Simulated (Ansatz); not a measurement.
Other settings, tried on the cluster Cs₄Cl₄⁻.

```yaml
crystal:
  periodic: [false, false, false]
  atoms:
    - {symbol: Cs, position_ang: [1.276500, -0.117490, 2.704106]}
    - {symbol: Cs, position_ang: [-2.191705, 0.697571, -3.122425]}
    - {symbol: Cs, position_ang: [-2.854453, 2.029413, 1.669917]}
    - {symbol: Cs, position_ang: [1.807227, -1.543593, -1.816043]}
    - {symbol: Cl, position_ang: [-0.569347, 0.321806, -0.170131]}
    - {symbol: Cl, position_ang: [-1.059510, 1.580158, 4.350089]}
    - {symbol: Cl, position_ang: [0.095646, -1.072419, -4.625925]}
    - {symbol: Cl, position_ang: [3.495632, -1.895437, 1.010421]}
basis:
  gaussian: {orbitals: def2-TZVPP}
total_charge: -1
magnetization: {spin_polarized: true, initial_magnetization: 1}
hamiltonian: {xc: {name: rPW86-PBE}, dispersion: rvv10}
scf: {omitted_lower_state_checks: [starts]}
```

```sh
$ ansatz run in.yaml --threads 4 --pin off --events-out ev --progress --plain --max-ram 4787MiB
```

Shortened log:

```
Functional definition: rPW86-PBE+rVV10
2136 factors; their error is unknown
mean field evaluation 1: about -52334.6081 eV, gradient 1.7e1 eV
mean field evaluation 2: about -52330.4848 eV, gradient 3.4e1 eV
mean field evaluation 4: about -52336.6903 eV, gradient 1.2e0 eV
mean field evaluation 8: about -52336.6969 eV, gradient 1.8e-2 eV
mean field evaluation 16: about -52336.6388 eV, gradient 9.4e-5 eV
mean field -52336.63876451 eV, -1923.3359995480 hartree, gradient 3.0e-5 eV, S^2 0.750162; 0 other end points of the search recorded, 0 dependent functions left out
reference -52336.63892228 eV, -1923.3360053459 hartree; 53, 52 occupied and 259, 260 virtual orbitals, 2136 factors
Total energy: -52336.63892228 eV, -1923.3360053459 hartree
Checks for a lower state left out: starts
```

Hardware: 4 threads of Arm Neoverse V2 on a shared host. Wall time 59 s, peak host memory 1.4 GiB.

In the def2 sets Cs takes a core potential; there is no spin–orbit coupling. The highest occupied level of an anion often lies above zero with these methods, and sets without diffuse functions describe the outer electron poorly.
